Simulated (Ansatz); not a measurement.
How basis sets differ on AsH3 (arsine)

AsH3 has 4 atoms, charge 0, and is taken as a singlet. As SMILES, `[AsH3]`. The coordinates come from a PBE0-D4/def2-TZVP relaxation.

Each level gives the vertical energy of the triplet above the singlet (eV). The values are calculated.

```json
{"level": "CCSD(T)/LANL2DZ (core potential)", "kind": "coupled cluster or CI", "program": "Ansatz", "value (eV)": "6.14", "less CCSD(T)/def2-QZVP": "+0.10"}
{"level": "CCSD(T)/STO-3G", "kind": "coupled cluster or CI", "program": "Ansatz", "value (eV)": "8.99", "less CCSD(T)/def2-QZVP": "+2.95"}
{"level": "CCSD(T)/def2-mTZVP", "kind": "coupled cluster or CI", "program": "Ansatz", "value (eV)": "6.09", "less CCSD(T)/def2-QZVP": "+0.05"}
{"level": "CCSD(T)/def2-mTZVPP", "kind": "coupled cluster or CI", "program": "Ansatz", "value (eV)": "6.29", "less CCSD(T)/def2-QZVP": "+0.25"}
{"level": "CCSD(T)/def2-TZVP", "kind": "coupled cluster or CI", "program": "Ansatz", "value (eV)": "6.12", "less CCSD(T)/def2-QZVP": "+0.08"}
{"level": "CCSD(T)/cc-pVTZ", "kind": "coupled cluster or CI", "program": "Ansatz", "value (eV)": "6.05", "less CCSD(T)/def2-QZVP": "+0.01"}
{"level": "CCSD(T)/def2-QZVP", "kind": "coupled cluster or CI", "program": "Ansatz", "value (eV)": "6.04", "less CCSD(T)/def2-QZVP": "0.00"}
```

CCSD(T)/def2-QZVP is the highest level here, not the true value. All-electron rows without a relativistic Hamiltonian named are non-relativistic, while core potentials hold scalar relativity, so basis and relativity change together. The values span 6.04 to 8.99 eV. A triplet this far above the singlet is often a Rydberg-like or dissociative state; sets without diffuse functions put Rydberg states too high. High-level rows in very small sets aren't better than simpler rows in larger ones. In the correlated wave-function rows the outer d shell of As is correlated, in sets not made for it. Without the sets that lack polarisation functions the rows with a basis span only 6.04 to 6.29 eV.
